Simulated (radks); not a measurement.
The numbers below are computed, except where a source is named.
Isoelectronic series with 43 electrons, each ion in its NIST ground configuration. Level of theory: scalar-relativistic Kohn-Sham, SCAN, spin-polarised, spherical densities, finite nucleus; open shells are filled with parallel spins first (spin-orbit coupling, left out, can overturn this in heavy ions); meta-GGA in the generalised Kohn-Sham scheme; Fermi nuclear charge, rms radius of each element as measured or else 0.836 A^(1/3) + 0.57 fm (a radial shooting solver on a logarithmic mesh with Libxc functionals). Total energies (hartree) and orbital eigenvalues (eV):

| ion | configuration | E (hartree) | 4d down | 4d up | 4p down | 4p up |
|---|---|---|---|---|---|---|
| Ru+ | [Kr] 4d7 | -4531.44883 | -11.0289 | -13.5735 | -53.7471 | -56.3652 |
| Rh2+ | [Kr] 4d7 | -4784.12962 | -24.1393 | -27.0096 | -71.1688 | -74.1153 |
| Pd3+ | [Kr] 4d7 | -5044.57272 | -39.9629 | -43.1294 | -91.4026 | -94.6531 |
| Ag4+ | [Kr] 4d7 | -5312.78722 | -58.1640 | -61.6043 | -114.0672 | -117.6006 |
| Cd5+ | [Kr] 4d7 | -5588.79220 | -78.5560 | -82.2543 | -138.9604 | -142.7609 |
| In6+ | [Kr] 4d7 | -5872.61777 | -101.0238 | -104.9689 | -165.9634 | -170.0190 |
| Sn7+ | [Kr] 4d7 | -6164.29209 | -125.4912 | -129.6749 | -195.0006 | -199.3022 |
| Sb8+ | [Kr] 4d7 | -6463.85187 | -151.9050 | -156.3210 | -226.0211 | -230.5614 |
| Te9+ | [Kr] 4d7 | -6771.33208 | -180.2260 | -184.8696 | -258.9894 | -263.7625 |
| I10+ | [Kr] 4d7 | -7086.78012 | -210.4248 | -215.2923 | -293.8799 | -298.8810 |
| Xe11+ | [Kr] 4d7 | -7410.23262 | -242.4784 | -247.5668 | -330.6737 | -335.8988 |
| Cs12+ | [Kr] 4d7 | -7741.7389 | -276.3695 | -281.6759 | -369.3572 | -374.8028 |
